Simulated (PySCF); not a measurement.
F4Se, charge +3, doublet, geometry from GFN2-xTB of the parent state (a state made from the parent by changing its charge; the spin is typed, not shown lowest); M062X/STO-3G (PySCF).

Input for PySCF:
```python
from pyscf import gto, scf, dft

mol = gto.M(
    atom='''
Se    0.001759    0.000731    0.275805
F     0.733330    1.013486   -0.796471
F     1.483986   -1.077010    0.261507
F    -0.743397   -1.017666   -0.781672
F    -1.480565    1.078430    0.274707
''',
    basis='sto-3g',
    charge=3,
    spin=1,
    verbose=3,
)

mf = dft.UKS(mol)
mf.xc = 'm062x'
mf.kernel()
mf.analyze()
```

What the program printed (banner, timings and long lists left out):

```
SCF not converged.
SCF energy = -2766.26425967443 after 50 cycles  <S^2> = 0.77381656  2S+1 = 2.0236764
**** MO energy ****
                             alpha | beta                alpha | beta
MO #1   energy= -452.548622394586  | -452.548917718689  occ= 1 | 1
MO #2   energy= -58.3260763252402  | -58.3263099538354  occ= 1 | 1
MO #3   energy= -53.5550179656538  | -53.5553232476232  occ= 1 | 1
MO #4   energy= -53.5549990580143  | -53.5552176964892  occ= 1 | 1
MO #5   energy= -53.5548998813692  | -53.5551976610437  occ= 1 | 1
MO #6   energy= -26.1380333299995  | -26.1345012845718  occ= 1 | 1
MO #7   energy= -26.1366794160765  | -26.1331757291148  occ= 1 | 1
MO #8   energy= -26.0659977837876  | -26.0637226484162  occ= 1 | 1
MO #9   energy= -26.0612222448347  | -26.0591498227062  occ= 1 | 1
MO #10  energy= -8.79355156208912  | -8.79395735134172  occ= 1 | 1
MO #11  energy= -6.80399996234523  | -6.80453517456642  occ= 1 | 1
MO #12  energy= -6.80391222927221  | -6.80412915543759  occ= 1 | 1
MO #13  energy= -6.80228255721439  | -6.80285517683992  occ= 1 | 1
MO #14  energy= -2.69646582191292  | -2.69646580117683  occ= 1 | 1
MO #15  energy= -2.69476555278291  | -2.69470953100732  occ= 1 | 1
MO #16  energy= -2.6894207568244   | -2.68960973258278  occ= 1 | 1
MO #17  energy= -2.68879829441872  | -2.68903743999568  occ= 1 | 1
MO #18  energy= -2.68863543859262  | -2.68892849137294  occ= 1 | 1
MO #19  energy= -2.30715423024698  | -2.28978000907717  occ= 1 | 1
MO #20  energy= -2.24102728260314  | -2.22259203799773  occ= 1 | 1
MO #21  energy= -2.23730603894392  | -2.20206087375032  occ= 1 | 1
MO #22  energy= -2.214669165847    | -2.18069976423609  occ= 1 | 1
MO #23  energy= -1.64514585627126  | -1.63911192336383  occ= 1 | 1
MO #24  energy= -1.49767472902349  | -1.4714928039127   occ= 1 | 1
MO #25  energy= -1.45584236086077  | -1.44273104535306  occ= 1 | 1
MO #26  energy= -1.43801051088894  | -1.43285330050212  occ= 1 | 1
MO #27  energy= -1.37159441917289  | -1.31616247650884  occ= 1 | 1
MO #28  energy= -1.34993154016021  | -1.3083460055593   occ= 1 | 1
MO #29  energy= -1.33551932544979  | -1.2970152000327   occ= 1 | 1
MO #30  energy= -1.33174996987332  | -1.29328005202976  occ= 1 | 1
MO #31  energy= -1.33064924774719  | -1.26806844245534  occ= 1 | 1
MO #32  energy= -1.32229405434923  | -1.24693182462913  occ= 1 | 1
MO #33  energy= -1.30408700897143  | -1.23188855452804  occ= 1 | 1
MO #34  energy= -1.29741921456535  | -1.12325838771243  occ= 1 | 0
MO #35  energy= -1.05939000651803  | -1.04259522313104  occ= 0 | 0
MO #36  energy= -0.804893806319337 | -0.804080292359848 occ= 0 | 0
MO #37  energy= -0.773501308111305 | -0.757222079045554 occ= 0 | 0
MO #38  energy= -0.740052093343452 | -0.736691632255758 occ= 0 | 0

To work with the spin densities directly, `use mulliken_meta_spin()` only printing them here.

 ** Mulliken spin pop alpha/beta on meta-lowdin orthogonal AOs **
 ** Mulliken Spin Density (per atom)  **
spin density of  0 Se =     -0.11821
spin density of  1 F =      0.20139
spin density of  2 F =      0.36613
spin density of  3 F =      0.17904
spin density of  4 F =      0.37165
 ** Mulliken pop alpha/beta on meta-lowdin orthogonal AOs **
 ** Mulliken atomic charges   ( Nelec_alpha | Nelec_beta ) **
charge of  0Se =      1.72567  (    16.07806     16.19627 )
charge of  1F =      0.23536  (     4.48302      4.28162 )
charge of  2F =      0.40170  (     4.48222      4.11609 )
charge of  3F =      0.23144  (     4.47380      4.29476 )
charge of  4F =      0.40584  (     4.48291      4.11125 )

WARN: System has nonzero charge 3; the dipole moment is origin-dependent.
Location of origin: [0. 0. 0.]

Dipole moment(X, Y, Z, Debye): -0.00135,  0.05480,  1.52109
```

The run did not converge; its last values are not results.
